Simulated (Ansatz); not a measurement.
This geometry of F$_{3}$GeH$_{4}$NO (10 atoms, charge 0, multiplicity 1) is a first-order saddle point.

Method: RKS PBE0-D4/def2-SVP (Ansatz).

```xyz
10
Properties=species:S:1:pos:R:3
Ge 0.209 -0.328 0.028
O 0.391 0.199 1.928
H -0.424 0.531 2.325
F 1.382 0.828 -0.463
F -1.459 0.126 0.135
F 0.051 -1.158 -1.497
N 0.865 -1.860 1.016
H 0.315 -2.708 0.883
H 1.842 -2.080 0.815
H 0.641 -1.001 1.944
```

Problem. Which two structures does it join? (They come from a converged band through this point; their orientation in space is the band's.)

Solution. Bonds broken: Ge1–O2, N7–H10. Bonds formed: O2–H10. F3GeH4NO becomes F3GeH2N + H2O.

First end point:

```xyz
10
Properties=species:S:1:pos:R:3
Ge 0.007 -0.203 0.256
O -0.352 -0.009 1.973
H -0.956 0.738 2.071
F 1.509 0.363 -0.409
F -0.977 1.124 -0.304
F -0.770 -1.442 -0.683
N 1.197 -1.814 0.966
H 0.869 -2.689 0.559
H 2.171 -1.663 0.704
H 1.116 -1.855 1.982
```

Last end point:

```xyz
10
Properties=species:S:1:pos:R:3
Ge 0.122 -0.706 -0.042
O 0.396 -0.051 2.224
H 0.712 0.848 2.055
F 0.887 0.849 -0.151
F -1.500 -0.422 0.492
F -0.133 -1.058 -1.713
N 0.970 -2.151 0.546
H 1.407 -2.732 -0.160
H 1.488 -2.080 1.412
H -0.538 0.052 2.453
```

Problem. How far does it lie above each of them?

Solution. 1.21 eV above the first and 0.69 eV above the second. This is the barrier of this one path; another mechanism may lie lower. The orbitals stay closed-shell, which can raise the energy where a bond breaks towards radicals; this wasn't checked here.

Time of the run: 5 min on 4 threads of Arm Neoverse V1 (shared host), peak memory 0.33 GiB.
